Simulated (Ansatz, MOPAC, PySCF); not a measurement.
Dimer: CHN (SMILES C#N) (first 3 atoms) with GeH4 (SMILES [GeH4]); geometry from B3LYP-D3(BJ)/def2-TZVP.
(charge 0, multiplicity 1):
```csv
atom,x (Å),y (Å),z (Å)
C,-0.1556,-0.0408,0.5189
N,-0.3097,0.4319,-0.5140
H,-0.0117,-0.4775,1.4829
Ge,0.1191,0.0050,4.7260
H,-0.5321,1.2397,4.0874
H,-0.7960,-0.5727,5.8121
H,1.4841,0.3764,5.3179
H,0.3257,-1.0618,3.6321
```

Monomers are frozen at their geometry in the pair; levels with a basis set take the counterpoise correction.

The state reached by PM6 isn't checked.

Codes used: Ansatz (a first-principles code); MOPAC for PM6 (differences of heats of formation); PySCF for the dispersion terms. Each number belongs to the level named beside it.

**Question.** One of these levels gives -1.00 kcal/mol for the interaction energy. Which?
A) BHLYP-D3(BJ)/def2-TZVPPD
B) PM6
C) SVWN5/def2-TZVPPD

**Answer.** A, BHLYP-D3(BJ)/def2-TZVPPD. The others give 0.15 (PM6), -1.50 (SVWN5/def2-TZVPPD)
